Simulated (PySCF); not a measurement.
Stationary points of MoO₂Cl

Computed with PBE0/[Mo def2-TZVP with ECP28, O def2-TZVP, Cl def2-TZVP], scalar-relativistic core potentials, density fitting, no spin–orbit coupling, PySCF.

Relaxations began from a few typed shapes; open shells are unrestricted. The search is not exhaustive: other isomers or separated fragments can lie lower, and high-lying points may rest on an excited occupation.

Q: Order these stationary points by electronic energy, lowest first, in kJ/mol from the lowest minimum.
A. doublet C2v: Mo–Cl 2.265 Å, Mo–O 1.677 Å (×2); Cl–Mo–O 123.6° (×2), O–Mo–O 112.9°
B. doublet Cs: Mo–Cl 2.256 Å, Mo–O 1.673 Å (×2); Cl–Mo–O 118.1° (×2), O–Mo–O 111.0°

A: B (0.0), A (4.4).

Q: Which of them are minima?

A: By energy in kJ/mol, 0.0: minimum; 4.4: saddle point, 1 imaginary mode.

Formally Mo is in oxidation state +5, d1, with 1 unpaired electron. The Mulliken spin on Mo is 1.04. The polar-tensor charge on Mo, 1.86, is far below the formal one.

For the lowest minimum: with open d or f shells other occupations or spin states may lie lower.
